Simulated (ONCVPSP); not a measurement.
## Pseudopotential generation for Fe: ONCV, LDA (Perdew-Wang 92), scalar-relativistic.

ONCVPSP 4.0.1 was run on this input:

```
# ATOM AND REFERENCE CONFIGURATION
# atsym  z   nc   nv     iexc    psfile
  Fe 26.00    3    4  -001012      upf
#
#   n    l    f
    1    0    2.00
    2    0    2.00
    2    1    6.00
    3    0    2.00
    3    1    6.00
    3    2    6.00
    4    0    2.00
#
# PSEUDOPOTENTIAL AND OPTIMIZATION
# lmax
    2
#
#   l,   rc,      ep,       ncon, nbas, qcut
    0    1.25    0.00    5    8   12.60
    1    1.40    0.00    5   10   10.90
    2    1.80    0.00    4    8    8.20
#
# LOCAL POTENTIAL
# lloc, lpopt,  rc(5),   dvloc0
    4    5    1.10    0.00
#
# VANDERBILT-KLEINMAN-BYLANDER PROJECTORs
# l, nproj, debl
    0    2    0.60
    1    3    2.70
    2    2    3.50
#
# MODEL CORE CHARGE
# icmod, fcfact, rcfact
    0    0.00    0.00
#
# LOG DERIVATIVE ANALYSIS
# epsh1, epsh2, depsh
   -5.00    5.00    0.04
#
# OUTPUT GRID
# rlmax, drl
    6.00    0.01
#
# TEST CONFIGURATIONS
# ncnf
    4
# nvcnf
#   n    l    f
    4
    3    0    2.00
    3    1    6.00
    3    2    6.00
    4    0    1.00
#
    4
    3    0    2.00
    3    1    6.00
    3    2    6.00
    4    0    0.00
#
    4
    3    0    2.00
    3    1    6.00
    3    2    5.00
    4    0    0.00
#
    4
    3    0    2.00
    3    1    6.00
    3    2    7.00
    4    0    0.00
#
```

Command:

```bash
oncvpsp.x < Fe.dat > Fe.out
```

Resulting log (shortened: citation, most of the input echo, consistency checks and plot data are left out):

```
ONCVPSP  (Optimized Norm-Conservinng Vanderbilt PSeudopotential)
scalar-relativistic version 4.0.1

#   n    l    f        energy (Ha)
    1    0    2.00    -2.5663032E+02
    2    0    2.00    -3.0056922E+01
    2    1    6.00    -2.5650628E+01
    3    0    2.00    -3.4365997E+00
    3    1    6.00    -2.2023869E+00
    3    2    6.00    -2.8490252E-01
    4    0    2.00    -2.0146417E-01

Reference configufation results
  iterations    28
  all-electron total energy (Ha)   -1.27018906D+03

Begin loop to  construct optimized pseudo wave functions
and semi-local pseudopoentials for all angular momenta

Calculating optimized projector #   1

 for l=   0

    Fraction of norm inside rc  0.913719
    Optimizing pswf for qcut=  12.60 a_B^-1,  ecut=  79.38 Ha
    Residual kinetic energy error=  2.22D-07 Ha

    Energy error per electron        Cutoff
         Ha          eV             Ha
         0.01000     0.27211       41.07
         0.00100     0.02721       52.51
         0.00010     0.00272       61.78
         0.00001     0.00027       69.01

Calculating optimized projector #   2

 for l=   0

    Fraction of norm inside rc  0.034391
    Optimizing pswf for qcut=  12.60 a_B^-1,  ecut=  79.38 Ha
    Residual kinetic energy error=  4.56D-08 Ha

    Energy error per electron        Cutoff
         Ha          eV             Ha
         0.01000     0.27211       27.41
         0.00100     0.02721       42.52
         0.00010     0.00272       54.37
         0.00001     0.00027       63.76

   Wellstate for l =  1  n =  5
     eigenvalue =   0.4976
     asymptotic potential =   0.9976
     half-point radius =  6.2914

   Wellstate for l =  1  n =  6
     eigenvalue =   3.1976
     asymptotic potential =   3.6976
     half-point radius =  3.4879

Calculating optimized projector #   1

 for l=   1

    Fraction of norm inside rc  0.924007
    Optimizing pswf for qcut=  10.89 a_B^-1,  ecut=  59.28 Ha
    Residual kinetic energy error=  1.50D-08 Ha

    Energy error per electron        Cutoff
         Ha          eV             Ha
         0.01000     0.27211       26.55
         0.00100     0.02721       34.40
         0.00010     0.00272       41.02
         0.00001     0.00027       46.91

Calculating optimized projector #   2

 for l=   1

    Fraction of norm inside rc  0.031424
    Optimizing pswf for qcut=  10.89 a_B^-1,  ecut=  59.28 Ha
    Residual kinetic energy error=  2.12D-09 Ha

    Energy error per electron        Cutoff
         Ha          eV             Ha
         0.01000     0.27211       17.82
         0.00100     0.02721       26.42
         0.00010     0.00272       34.30
         0.00001     0.00027       40.91

Calculating optimized projector #   3

 for l=   1

    Fraction of norm inside rc  0.075540
    Optimizing pswf for qcut=  10.89 a_B^-1,  ecut=  59.28 Ha
    Residual kinetic energy error=  3.97D-08 Ha

    Energy error per electron        Cutoff
         Ha          eV             Ha
         0.01000     0.27211       22.52
         0.00100     0.02721       30.70
         0.00010     0.00272       37.87
         0.00001     0.00027       43.81

   Wellstate for l =  2  n =  6
     eigenvalue =   3.2151
     asymptotic potential =   3.7151
     half-point radius =  3.8584

Calculating optimized projector #   1

 for l=   2

    Fraction of norm inside rc  0.860340
    Optimizing pswf for qcut=   8.19 a_B^-1,  ecut=  33.55 Ha
    Residual kinetic energy error=  2.98D-05 Ha

    Energy error per electron        Cutoff
         Ha          eV             Ha
         0.01000     0.27211       24.35
         0.00100     0.02721       28.50
         0.00010     0.00272       31.62
         0.00001     0.00027       54.89

Calculating optimized projector #   2

 for l=   2

    Fraction of norm inside rc  0.151045
    Optimizing pswf for qcut=   8.19 a_B^-1,  ecut=  33.55 Ha
    Residual kinetic energy error=  5.65D-04 Ha

    Energy error per electron        Cutoff
         Ha          eV             Ha
         0.01000     0.27211       27.21
         0.00100     0.02721       32.23
         0.00010     0.00272       74.20
         0.00001     0.00027       97.62

Construct Vanderbilt / Kleinmman-Bylander projectors

B matrix Hermiticity error, ll=   0
   1   2    3.0885E-04

  Orthonormal projector coefficients  1.4949E+01 -4.5406E-01

B matrix Hermiticity error, ll=   1
   1   2   -1.9958E-04
   1   3    5.0763E-04
   2   3    7.7105E-05

  Orthonormal projector coefficients  2.8291E+00 -4.5669E-01  2.5384E-01

B matrix Hermiticity error, ll=   2
   1   2    2.0025E-04

  Orthonormal projector coefficients -4.6374E+00 -2.1123E+00

Pseudoatom total energy -119.355371

Diagnostic tests using Vanderbilt-Kleinman-Bylander pseudopotentials
  1 or more projectors used as specified by nproj input data

   l    rcore       rmatch      e in        delta e   norm test  slope test

   0   1.2532997   1.2913526  -3.4365997  -0.0000359   1.0002240   1.0002113
   0   1.2532997   1.2913526  -0.2014642   0.0000028   1.0000205   1.0000423

   1   1.4041599   1.4467932  -2.2023869   0.0000065   1.0001632   1.0001705
   1   1.4041599   1.4467932   0.4976131   0.0000533   1.0002688   1.0002688
   1   1.4041599   1.4467932   3.1976131   0.0001730   1.0002808   1.0002808

   2   1.8052267   1.8600373  -0.2849025  -0.0000017   1.0000741   1.0000812
   2   1.8052267   1.8600373   3.2150975   0.0000314   1.0000940   1.0000940

 Testing for bound ghosts
   n   l    E NL Schr. Eq   E Basis Diag.   E Cutoff

   1   0       -3.436636       -3.436629    167.85
   2   0       -0.201461       -0.011537    167.85

   2   1       -2.202380       -2.202371    313.72

   3   2       -0.284904       -0.284267    105.87

 Testing for highly-localized positive-energy ghosts
       l    <radius>/rc     E Basis Diag.   E Cutoff

Test configuration 0

   n   l     f        eae           eps        diff
   1   0  2.0000 -256.63032263
   2   0  2.0000  -30.05692186
   2   1  6.0000  -25.65062819
   3   0  2.0000   -3.43659968   -3.43663562   -3.59D-05
   3   1  6.0000   -2.20238692   -2.20238043    6.49D-06
   3   2  6.0000   -0.28490252   -0.28490417   -1.65D-06
   4   0  2.0000   -0.20146417   -0.20146136    2.82D-06

    Total energies and differences
      AE_ref= -1.27018906D+03  AE_tst= -1.27018906D+03  dif=  0.00D+00
      PS_ref= -1.19355371D+02  PS_tst= -1.19355371D+02  dif= -4.93D-12
      PSP excitation error=  4.93D-12

Test configuration 1

   n   l     f        eae           eps        diff
   1   0  2.0000 -256.94882019
   2   0  2.0000  -30.36854067
   2   1  6.0000  -25.96284607
   3   0  2.0000   -3.75283628   -3.75369257   -8.56D-04
   3   1  6.0000   -2.51896474   -2.51961131   -6.47D-04
   3   2  6.0000   -0.59804520   -0.59916416   -1.12D-03
   4   0  1.0000   -0.46403105   -0.46379239    2.39D-04

    Total energies and differences
      AE_ref= -1.27018906D+03  AE_tst= -1.26985927D+03  dif=  3.30D-01
      PS_ref= -1.19355371D+02  PS_tst= -1.19025659D+02  dif=  3.30D-01
      PSP excitation error=  7.52D-05

Test configuration 2

   n   l     f        eae           eps        diff
   1   0  2.0000 -257.31913211
   2   0  2.0000  -30.72822338
   2   1  6.0000  -26.32344989
   3   0  2.0000   -4.11789648   -4.12032590   -2.43D-03
   3   1  6.0000   -2.88415261   -2.88612213   -1.97D-03
   3   2  6.0000   -0.95677749   -0.95968879   -2.91D-03

    Total energies and differences
      AE_ref= -1.27018906D+03  AE_tst= -1.26925344D+03  dif=  9.36D-01
      PS_ref= -1.19355371D+02  PS_tst= -1.18420229D+02  dif=  9.35D-01
      PSP excitation error=  4.73D-04

Test configuration 3

   n   l     f        eae           eps        diff
   1   0  2.0000 -258.03131058
   2   0  2.0000  -31.46328206
   2   1  6.0000  -27.05631795
   3   0  2.0000   -4.80375017   -4.79898057    4.77D-03
   3   1  6.0000   -3.56117975   -3.55696497    4.21D-03
   3   2  5.0000   -1.59925138   -1.58834679    1.09D-02

    Total energies and differences
      AE_ref= -1.27018906D+03  AE_tst= -1.26798436D+03  dif=  2.20D+00
      PS_ref= -1.19355371D+02  PS_tst= -1.17153562D+02  dif=  2.20D+00
      PSP excitation error=  2.89D-03

Test configuration 4

   n   l     f        eae           eps        diff
   1   0  2.0000 -256.75233118
   2   0  2.0000  -30.14770336
   2   1  6.0000  -25.74445339
   3   0  2.0000   -3.55582009   -3.55601481   -1.95D-04
   3   1  6.0000   -2.32762476   -2.32691909    7.06D-04
   3   2  7.0000   -0.43377369   -0.43660387   -2.83D-03

    Total energies and differences
      AE_ref= -1.27018906D+03  AE_tst= -1.26993753D+03  dif=  2.52D-01
      PS_ref= -1.19355371D+02  PS_tst= -1.19107936D+02  dif=  2.47D-01
      PSP excitation error=  4.09D-03
```

The run took about 4.7 s on one core of a shared server CPU.
